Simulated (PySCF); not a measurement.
# `C=C(C)[C@H]1CN[SiH2]C1` in a uniform electric field

C6H13NSi.
Cartesian coordinates in Å at the PBE0-D3(BJ)/def2-SVP level; atoms count from 1:
```xyz
21
C6H13NSi angstrom
C     -1.3436   -0.3341    1.5911
C     -1.4413   -0.1418    0.2706
C     -2.6538   -0.5716   -0.5021
C     -0.3513    0.5035   -0.5653
C      0.6332    1.3790    0.2248
N      1.6303    0.5041    0.8145
Si     1.8245   -0.9996   -0.0298
C      0.4833   -0.5793   -1.2943
H     -2.1525   -0.8159    2.1474
H     -0.4513   -0.0381    2.1476
H     -2.3845   -1.2474   -1.3309
H     -3.1520    0.2995   -0.9612
H     -3.3835   -1.0892    0.1358
H     -0.8540    1.1407   -1.3141
H      0.0873    1.9493    0.9961
H      1.0809    2.1228   -0.4667
H      2.2634    0.9190    1.4840
H      1.5700   -2.2106    0.8142
H      3.1713   -1.1975   -0.6622
H      0.9743   -0.1518   -2.1851
H     -0.1274   -1.4277   -1.6348
```

Level: PBE0/def2-SVPD (PySCF); nuclei fixed, core orbitals frozen in the response. Permanent dipole (-0.194, 0.866, -0.449) D (1 au = 2.5417 D). Static polarisability (au):

```
x   110.78  -2.04   0.24
y    -2.04  94.00  -0.94
z     0.24  -0.94 103.78
```

Only the terms in μ and α are kept: μ(F) = μ + αF and ΔE = −μ·F − ½ F·αF.

**Question.** Apply 0.001 au along ±x, ±y and ±z in turn. Tabulate induced and total dipoles and both energy terms.

**Answer.** 
```json
{"field along": "+x", "induced x (D)": "0.282", "induced y (D)": "-0.005", "induced z (D)": "0.001", "total size (D)": "0.975", "−μ·F (kJ/mol)": "+0.200", "−½F·αF (kJ/mol)": "-0.145"}
{"field along": "−x", "induced x (D)": "-0.282", "induced y (D)": "0.005", "induced z (D)": "-0.001", "total size (D)": "1.090", "−μ·F (kJ/mol)": "-0.200", "−½F·αF (kJ/mol)": "-0.145"}
{"field along": "+y", "induced x (D)": "-0.005", "induced y (D)": "0.239", "induced z (D)": "-0.002", "total size (D)": "1.210", "−μ·F (kJ/mol)": "-0.895", "−½F·αF (kJ/mol)": "-0.123"}
{"field along": "−y", "induced x (D)": "0.005", "induced y (D)": "-0.239", "induced z (D)": "0.002", "total size (D)": "0.793", "−μ·F (kJ/mol)": "+0.895", "−½F·αF (kJ/mol)": "-0.123"}
{"field along": "+z", "induced x (D)": "0.001", "induced y (D)": "-0.002", "induced z (D)": "0.264", "total size (D)": "0.904", "−μ·F (kJ/mol)": "+0.464", "−½F·αF (kJ/mol)": "-0.136"}
{"field along": "−z", "induced x (D)": "-0.001", "induced y (D)": "0.002", "induced z (D)": "-0.264", "total size (D)": "1.140", "−μ·F (kJ/mol)": "-0.464", "−½F·αF (kJ/mol)": "-0.136"}
```

**Question.** For the field (-0.0008, 0.0003, -0.0001) au, what is the induced dipole, and what angle does it make with the field?

**Answer.** αF = (-0.227, 0.076, -0.028) D, at 2.0° to the field. The polarisability along this direction, F·αF/F², is 110.10 au, against a mean of 102.85 au.

**Question.** At what field along the permanent dipole would the induced dipole along it equal the permanent one, in this linear picture?

**Answer.** The polarisability along the dipole is 98.11 au, so F = 0.3913 au / 98.11 au = 0.0040 au = 0.21 V/Å; higher-order terms are ignored.

**Question.** What field makes μF equal to kT at 298 K?

**Answer.** kT = 0.9437 × 10⁻³ Eh, so F = 0.00241 au = 12.4 MV/cm.

**Question.** A unit point charge sits 10 Å away. Estimate the induction energy −αe²/2R⁴ with the mean polarisability, treating the molecule as a point.

**Answer.** R = 18.90 bohr, so the energy is −102.9/(2 × 18.90⁴) Eh = -1.06 kJ/mol. The charge–dipole term at its most favourable orientation, −μe/R², is -2.88 kJ/mol.

One conformer (not necessarily the lowest) at the PBE0-D3(BJ)/def2-SVP geometry, without solvent, vibrations or thermal averaging.
